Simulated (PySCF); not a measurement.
Compound: C7H10NP.
Atom-mapped SMILES: `[CH2:1]=[CH:2][c:3]1[cH:4][p:5][cH:6][n:7]1[CH2:8][CH3:9]` (hydrogens: H10, H11 on C1; H12 on C2; H13 on C4; H14 on C6; H15, H16 on C8; H17, H18, H19 on C9)

The same species was optimised twice, with GFN2-xTB and with PBE0-D3(BJ)/def2-SVP (PySCF), and the same property calculations (PySCF, gas phase) were run on both structures.

```csv
coordinate,GFN2-xTB,PBE0-D3(BJ)/def2-SVP,change
C3–N7 (Å),1.368,1.381,+0.013
N7–C8 (Å),1.443,1.455,+0.012
C2–C3 (Å),1.446,1.458,+0.012
C4–P5 (Å),1.747,1.759,+0.012
C1=C2 (Å),1.330,1.340,+0.010
P5–C6 (Å),1.717,1.727,+0.010
C8–C9 (Å),1.528,1.518,-0.010
C6–N7 (Å),1.351,1.357,+0.006
C3–C4 (Å),1.378,1.384,+0.006
C2–C3–C4 (°),126.3,127.8,+1.5
N7–C8–C9 (°),111.4,112.9,+1.5
C2–C3–N7 (°),122.1,121.0,-1.1
C1–C2–C3 (°),124.8,125.6,+0.8
C3–N7–C8 (°),125.2,124.4,-0.8
C3–N7–C6 (°),113.0,113.5,+0.5
P5–C6–N7 (°),114.5,114.1,-0.4
C4–C3–N7 (°),111.6,111.2,-0.4
C1–C2–C3–C4 (°),-17,-16,+1
C6–N7–C8–C9 (°),97,97,0
```

Rotational constants: A = 1713, B = 1337, C = 805.6 MHz (GFN2-xTB) against A = 1711, B = 1305, C = 792.2 MHz (PBE0-D3(BJ)/def2-SVP). Point groups within 0.08 Å: C1 and C1.

On the GFN2-xTB structure: HOMO (eV) -5.98 [PBE0/pcSseg-1]; LUMO (eV) -0.78 [PBE0/pcSseg-1]; dipole (D) 3.79 [PBE0/pcSseg-1]; GIAO shielding of C1 (ppm) 67.4 [PBE0/pcSseg-1]; GIAO shielding of C2 (ppm) 55.6 [PBE0/pcSseg-1]; GIAO shielding of C3 (ppm) 43.6 [PBE0/pcSseg-1]; GIAO shielding of C4 (ppm) 50.8 [PBE0/pcSseg-1]; GIAO shielding of P5 (ppm) 203.8 [PBE0/pcSseg-1]; GIAO shielding of C6 (ppm) 27.0 [PBE0/pcSseg-1]; GIAO shielding of N7 (ppm) 56.7 [PBE0/pcSseg-1]; GIAO shielding of C8 (ppm) 138.6 [PBE0/pcSseg-1].

**Question.** What do these properties become on the PBE0-D3(BJ)/def2-SVP structure?

**Answer.** 
| property | level | on GFN2-xTB | on PBE0-D3(BJ)/def2-SVP | change |
| --- | --- | --- | --- | --- |
| HOMO (eV) | PBE0/pcSseg-1 | -5.98 | -5.99 | -0.01 |
| LUMO (eV) | PBE0/pcSseg-1 | -0.78 | -0.82 | -0.04 |
| dipole (D) | PBE0/pcSseg-1 | 3.79 | 3.82 | +0.03 |
| energy, GFN2-xTB geometry as zero (kcal/mol) | PBE0/pcSseg-1 | 0.0 | -0.8 | -0.8 |
| GIAO shielding of C1 (ppm) | PBE0/pcSseg-1 | 67.4 | 64.4 | -3.0 |
| GIAO shielding of C2 (ppm) | PBE0/pcSseg-1 | 55.6 | 52.6 | -3.0 |
| GIAO shielding of C3 (ppm) | PBE0/pcSseg-1 | 43.6 | 41.2 | -2.4 |
| GIAO shielding of C4 (ppm) | PBE0/pcSseg-1 | 50.8 | 49.0 | -1.8 |
| GIAO shielding of P5 (ppm) | PBE0/pcSseg-1 | 203.8 | 200.0 | -3.8 |
| GIAO shielding of C6 (ppm) | PBE0/pcSseg-1 | 27.0 | 24.1 | -2.9 |
| GIAO shielding of N7 (ppm) | PBE0/pcSseg-1 | 56.7 | 51.3 | -5.4 |
| GIAO shielding of C8 (ppm) | PBE0/pcSseg-1 | 138.6 | 136.8 | -1.8 |

The heavy atoms differ by 0.027 Å rms after alignment. Among bonds between heavy atoms C2–C3, C3–N7, C4–P5 and N7–C8 change most and about equally (+0.012 to +0.013 Å). Changes are differences of the printed values. Neither structure is proved a minimum here.

Shape of the structure used: `[CH2:1]=[CH:2][c:3]1[cH:4][p:5][cH:6][n:7]1[CH2:8][CH3:9]`: C1–C2–C3–C4 -16°, C6–N7–C8–C9 97°.
